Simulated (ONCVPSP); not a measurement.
# LDA (Perdew-Wang 92) ONCV dataset for chromium (Cr), scalar-relativistic all-electron reference.

* Element: Cr
* Generator: ONCVPSP 4.0.1
* Type: optimised norm-conserving Vanderbilt (ONCV)
* Functional: LDA (Perdew-Wang 92)
* Relativity: scalar-relativistic
* Frozen core: [Ar]
* Valence charge: 6
* Reference configuration: 3d5 4s0.5 4p0.5
* Partial waves: 4s: rc 2.25 bohr, ncon 4, nbas 7, qcut 3.3 1/bohr, 2 projectors, debl 1.7 Ha; 4p: rc 3.40 bohr, ncon 4, nbas 8, qcut 2.1 1/bohr, 2 projectors, debl 2.4 Ha; 3d: rc 1.85 bohr, ncon 4, nbas 8, qcut 9.2 1/bohr, 3 projectors, debl 1.7 Ha
* Local potential: polynomial inside 1.70 bohr (lpopt 4, dvloc0 0 Ha)
* Core correction: none

All-electron outer shells of the reference configuration (LDA (PZ), scalar-relativistic, ld1.x):

```tsv
shell	level (eV)	outermost node (bohr)	outermost maximum (bohr)
3s	-74.29	0.36	0.78
3p	-46.08	0.33	0.80
4s	-4.71	1.12	2.71
3d	-3.84	–	0.84
4p	-1.51	1.25	3.80
```

Calculated quality:

| Quantity | Value |
| --- | --- |
| Cutoffs needed | 30 Ha and 34 Ha (the cutoffs (Ha) at which the residual kinetic energy of the hardest occupied pseudo-wave falls to 1 and 0.1 mHa per electron) |
| Ghost test | no bound ghost flagged; GHOST(+) flagged for s at 59.5 eV |
| Largest excitation error | -63 meV (all-electron minus pseudo) for 3d4 4s2 4p0, out of 4 test configurations |

Generation and tests took about 7 s on one core of a shared server CPU.
